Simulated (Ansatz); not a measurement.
`[SiH3][GeH2][SH]` + PH₃ → `[PH2][GeH2][SH]` + SiH₄ at 400 K and 1 bar (cleavage of the Ge–Si bond).

Calculated with Ansatz (gas phase, PBE0-D4/def2-TZVP geometries, no zero-point term in ΔE). CCSD(T)/CBS is the MP2 limit (def2-TZVPP, def2-QZVPP) plus CCSD(T) − MP2 in def2-TZVPP, frozen cores. This one scheme is used for every species. For Ge outer-core shells are correlated without core-valence functions, which leaves a few kJ/mol of doubt a bond. Scalar relativity is left out up to krypton. One conformer a species, not always the lowest.

| species | CCSD(T)/CBS energy (Eh) | H − E (kJ/mol) | S (J/(mol·K)) |
| --- | --- | --- | --- |
| `[SiH3][GeH2][SH]` | -2766.58811 | 163.2 | 387.7 |
| PH₃ | -342.72256 | 77.1 | 221.7 |
| `[PH2][GeH2][SH]` | -2817.85197 | 143.0 | 370.8 |
| SiH₄ | -291.46306 | 96.9 | 218.6 |

H − E and S are ideal-gas, rigid-rotor, harmonic terms from PBE0-D4/def2-TZVP, for one conformer and one mirror image of each species. 1 Eh = 2625.50 kJ/mol, R = 8.31446 J/(mol·K).

**Question.** By hand: ΔE, ΔH, ΔS and ΔG.

**Answer.** ΔE = (-2817.85197) + (-291.46306) − (-2766.58811) − (-342.72256) = -0.00436 Eh = -11.4 kJ/mol. Δ(H − E) = 143.0 + 96.9 − 163.2 − 77.1 = -0.4, so ΔH = -11.8 kJ/mol. ΔS = 370.8 + 218.6 − 387.7 − 221.7 = -20.0 J/(mol·K). ΔG = -11.8 − 400 × (-20.0)/1000 = -3.8 kJ/mol.

**Question.** By hand: the equilibrium constant, and the temperature at which ΔG would vanish if ΔH and ΔS stayed fixed.

**Answer.** log₁₀ K = −ΔG/(RT ln 10) = 0.5. ΔG = 0 at ΔH/ΔS = 590 K.

TΔS isn't small against ΔH here. The sign of ΔG lies within the doubt. A doubt of 5 kJ/mol in ΔE shifts log₁₀ K by 0.7 here. Other conformers and mirror images would add mixing entropy, several J/(mol·K) or more a flexible species. These are equilibria of isolated gas molecules and say nothing of rates. Largest T1 diagnostic: 0.013 (customary marks: 0.02 for closed shells, 0.045 for open ones).
